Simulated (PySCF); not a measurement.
# Orbital picture of NaTe⁺

UHF at R = 3.152 Å; Na x2c-SVPall, Te x2c-SVPall; spin-free X2C with a Gaussian nucleus (PySCF 2.14). State: ³Σ⁻ (triplet), unpaired electrons π ↑↑. Only the outer orbitals are listed, counted within each symmetry.

| spin | orbital | occ. | ε (eV) | on Na (%) | main shells (%) |
| --- | --- | --- | --- | --- | --- |
| α | 6π | 1 | -47.75 | 100 | 100 Na p |
| α | 6π | 1 | -47.75 | 100 | 100 Na p |
| α | 12σ | 1 | -47.72 | 100 | 100 Na p |
| α | 13σ | 1 | -27.36 | 1 | 99 Te s |
| α | 7π | 1 | -15.31 | 1 | 99 Te p |
| α | 7π | 1 | -15.31 | 1 | 99 Te p |
| α | 14σ | 1 | -14.35 | 5 | 94 Te p |
| α | 15σ | 0 | -3.99 | 99 | 90 Na s |
| α | 8π | 0 | -2.15 | 99 | 99 Na p |
| α | 8π | 0 | -2.15 | 99 | 99 Na p |
| β | 6π | 1 | -47.75 | 100 | 100 Na p |
| β | 6π | 1 | -47.75 | 100 | 100 Na p |
| β | 12σ | 1 | -47.73 | 100 | 100 Na p |
| β | 13σ | 1 | -22.82 | 3 | 97 Te s |
| β | 14σ | 1 | -13.34 | 9 | 90 Te p |
| β | 7π | 0 | -4.59 | 11 | 89 Te p, 10 Na p |
| β | 7π | 0 | -4.59 | 11 | 89 Te p, 10 Na p |
| β | 15σ | 0 | -3.96 | 98 | 88 Na s, 10 Na p |

Q: Which are the highest filled and the lowest empty level, where do they sit, and how wide is the gap?

A: Highest filled β 14σ at -13.34 eV (in %: 90 Te p); lowest empty β 7π at -4.59 eV (in %: 89 Te p, 10 Na p); the gap at UHF is 8.75 eV.

| Item | Value |
| --- | --- |
| bond order (Mayer) | 0.35 |
| ⟨S²⟩ | 2.010 |
| charge on Na (Mulliken, basis-dependent) | 0.81 |
| charge on Na (Löwdin, basis-dependent) | 0.56 |
| dipole moment (positive dipole points towards Te; it is taken about the centre of mass and depends on that origin) | -10.41 D |
| polarisability along the bond | 40.3 bohr³ |
| polarisability across the bond | 25.6 bohr³ |

Spin–orbit coupling is left out. The state is the lowest determinant that a PBE0 search found; another state may lie lower at other levels.
